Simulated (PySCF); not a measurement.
How methods differ on the excitation energy of Pd⁺

Pd⁺ [Kr] 4d9 (2D) → Pd⁺ [Kr] 4d8 5p1 (high-spin determinant), as a difference of total energies. Computed with PySCF 2.14 in aug-cc-pVTZ-DK (9s8p6d3f2g, 102 functions), with scalar relativity by spin-free X2C-1e. Correlated levels: valence: [Kr] frozen. The calculations carry no spin-orbit coupling.

| method | excitation energy (eV) |
| --- | --- |
| UHF | 7.243 |
| MP2 (valence) | 8.645 |
| SCS-MP2 (valence) | 8.678 |
| CCSD (valence) | 8.322 |
| CCSD(T) (valence) | 8.384 |

**Question.** How much does correlation contribute at CCSD(T) (valence)?

**Answer.** 8.384 − (7.243) = 1.141 eV, measured against UHF.

A first-order spin-orbit estimate (lowest level to lowest level, LS coupling) adds -0.041 eV.

The determinant of the upper state mixes LS terms, which raises its energy above the lowest term, most at the Hartree-Fock and MP2 levels.
